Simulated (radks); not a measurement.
The numbers below are computed, except where a source is named.
All-electron atom: Sn31+ in [Ar] 3d1 (the NIST ground configuration).

Code: a radial shooting solver on a logarithmic mesh with Libxc functionals. Model: scalar-relativistic Kohn-Sham, PBE, spin-unpolarised, spherical densities, point nucleus.

Energy parts (eV):
part                       energy
total                 -149325.753
kinetic                156717.264
electron-nucleus      -329698.171
Hartree                 26730.825
exchange-correlation    -3075.670

Orbitals (lengths in bohr, moments of r in powers of bohr; <r^-3> diverges for s and p1/2):
orbital  occ.  eigenvalue (eV)  <1/r>  <r^-3>     <r^2>
1s          2        -30553.77  53.08       -  0.001143
2s          2        -5889.803  12.22       -   0.01822
2p          6        -5451.829  11.73    4762   0.01434
3s          2        -2119.984  4.759       -    0.1104
3p          6        -1979.560  4.579    1106    0.1065
3d          1        -1795.726  4.381   161.9   0.08498
4s          0        -1068.529  2.435       -    0.4068
4p          0        -1012.196  2.356   394.4    0.4134

The highest occupied level is 3d at -1795.7 eV. The density falls to 0.001 e/bohr^3 at r = 0.90 bohr. For comparison, the ionisation energy in NIST's Atomic Spectra Database is 1844 eV (theoretical). In exact Kohn-Sham theory the highest level is minus the ionisation energy, but local and semilocal functionals leave it too shallow, through self-interaction and a potential that decays too fast; potentials with the right tail come closer.

Beside tabulated values, note that spin-unpolarised runs miss the spin-polarisation part of the exchange energy of open shells.
